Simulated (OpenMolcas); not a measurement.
Ag2+ with 6 ligands (chloride) in octahedral coordination (Oh) at 2.7 Å. A charge of +0.667 e stands 2.6 Å behind each ligand. Ligand basis ANO-RCC-VDZP.

```
Program             : OpenMolcas 26.06
Method              : CASSCF
Basis               : ANO-RCC-VDZP [6s5p3d1f]
Scalar Hamiltonian  : DKH2, point nucleus
Active space        : 9 electrons in 5 orbitals (4d)
State averaging     : 2S+1 = 2 even, 5 roots
Spin-orbit coupling : RASSI with atomic mean-field integrals over the reference wave functions
```

What is the spin-free ground state (labels of O, the rotations of Oh)?

2E, 2-fold in its orbital part; it has the highest spin that d9 allows.

Where is the first state of the same spin?

2T2 at 5900 cm-1 above the ground state.

What are the lowest two levels with spin-orbit coupling?

A 4-fold level Γ8, then a 2-fold level Γ7 4725 cm-1 above it. Their leading multiplicities are 2 (100 %) and 2 (100 %).

What is χT at 300 K, and how does it compare with the textbook value?

The lowest level has 2S+1 = 2, for which the spin-only value is χT = S(S+1) / 2 = 0.375 cm3 K/mol (g = 2). The computed 0.722 at 300 K differs by +0.347, through orbital momentum, spin-orbit coupling and any other state in reach.

Which ligand-field parameters describe the states?

The gap between the two states is 10Dq = 5899 cm-1. 

An orbital doublet at a regular site is open to a Jahn-Teller distortion, which this geometry leaves out. With metal d orbitals alone the field can be off either way by tens of per cent. Ligand-to-metal charge-transfer states are missing. No measured value stands beside these numbers; the geometry is a model, was not optimised and need not be the one that this ion takes.
